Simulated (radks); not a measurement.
Task: Valence configurations of Hg. All-electron calculation, scalar-relativistic Kohn-Sham, r2SCAN, spin-unpolarised, spherical densities, finite nucleus; meta-GGA in the generalised Kohn-Sham scheme; Fermi nuclear charge, rms radius 5.4648 fm. Program: a radial shooting solver on a logarithmic mesh with Libxc functionals. Order these by energy: [Hg]; [Xe] 4f14 5d10 6s0.5 6p1.5; [Xe] 4f13 5d10 6s2 6p1; [Xe] 4f14 5d9.5 6s2 6p0.5; [Xe] 4f12 5d10 6s2 6p2; [Xe] 4f13 5d10 6s1.5 6p1.5; [Xe] 4f14 5d9.5 6s1.5 6p1; [Xe] 4f14 5d9 6s2 6p1; [Xe] 4f14 5d10 6s1.5 6p0.5; [Xe] 4f14 5d10 6s1 6p1.

Result: From the lowest, in eV above it: [Hg] 0.000; [Xe] 4f14 5d10 6s1.5 6p0.5 3.174; [Xe] 4f14 5d9.5 6s2 6p0.5 5.133; [Xe] 4f14 5d10 6s1 6p1 6.403; [Xe] 4f14 5d9.5 6s1.5 6p1 8.553; [Xe] 4f14 5d10 6s0.5 6p1.5 9.701; [Xe] 4f14 5d9 6s2 6p1 11.006; [Xe] 4f13 5d10 6s2 6p1 104.44; [Xe] 4f13 5d10 6s1.5 6p1.5 108.15; [Xe] 4f12 5d10 6s2 6p2 225.69. NIST lists [Hg] as the ground configuration; this level of theory agrees among the configurations tried. The energies are those of spherical spin-averaged densities, not of single terms.
